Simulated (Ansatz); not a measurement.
A structure relaxed at PBE0-D4/def2-SVP in Ansatz, charge 0, singlet:

```tsv
atom	x (Å)	y (Å)	z (Å)
Si1	-0.190	-0.126	-0.283
C2	0.667	-1.267	0.904
C3	0.366	-2.748	0.675
H4	0.380	-0.963	1.927
H5	1.752	-1.072	0.831
H6	0.893	-3.386	1.400
H7	-0.711	-2.954	0.768
H8	0.673	-3.065	-0.334
C9	0.054	1.693	-0.002
C10	-0.669	2.582	-1.012
H11	1.141	1.890	-0.013
H12	-0.278	1.918	1.027
H13	-0.499	3.650	-0.808
H14	-0.325	2.380	-2.038
H15	-1.755	2.407	-0.991
F16	-1.784	-0.449	-0.256
F17	0.285	-0.490	-1.795
```

**Question.** Give its formula, name or SMILES and point group.

**Answer.** SiEt2F2 (C₄H₁₀F₂Si). Point group Cs (tolerance 0.1 Å).

**Question.** Summarise the bond lengths by kind (pairs closer than 1.2 times the sum of covalent radii, bridged metal pairs left out).

**Answer.** 2 × C–Si 1.86 Å; 2 × C–C 1.53 Å; 2 × F–Si 1.63 Å; 10 × C–H 1.10 Å.
